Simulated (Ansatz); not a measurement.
bis(4-tert-butylphenyl)iodonium cyclic bis(sulfonyl)imide, `CC(C)(C)c1ccc([I+]c2ccc(C(C)(C)C)cc2)cc1.O=S1(=O)[N-]S(=O)(=O)C(F)(F)C(F)(F)C1(F)F`. The state is a singlet with charge 0. Geometry PBE-D4/def2-SVP, basis def2-SVP, Ansatz.

```json
{"run": "A", "HOMO (eV)": "-6.18", "LUMO (eV)": "-3.16"}
{"run": "B", "HOMO (eV)": "-7.31", "LUMO (eV)": "-2.45"}
{"run": "C", "HOMO (eV)": "-6.76", "LUMO (eV)": "-2.87"}
{"run": "D", "HOMO (eV)": "-6.31", "LUMO (eV)": "-3.09"}
{"run": "E", "HOMO (eV)": "-5.70", "LUMO (eV)": "-3.24"}
```

In the def2 sets I takes a core potential; there is no spin–orbit coupling. Single mean-field runs in def2-SVP are fitted with def2-universal-jkfit. In the singlet geometry the species has come apart into loosely held pieces.

Question: The runs used B97M-V, PBE, PBE0, r2SCAN, r2SCANh. Estimate which is which.

Answer: A r2SCAN (0 % exact exchange); B PBE0 (25 % exact exchange); C r2SCANh (10 % exact exchange); D B97M-V (0 % exact exchange); E PBE (0 % exact exchange). Exact exchange lowers occupied and raises empty levels; among semilocal functionals meta-GGAs tend to open the gap a little, and such runs are hard to tell apart. The gap grows from 2.47 eV (PBE) to 4.86 eV (PBE0).
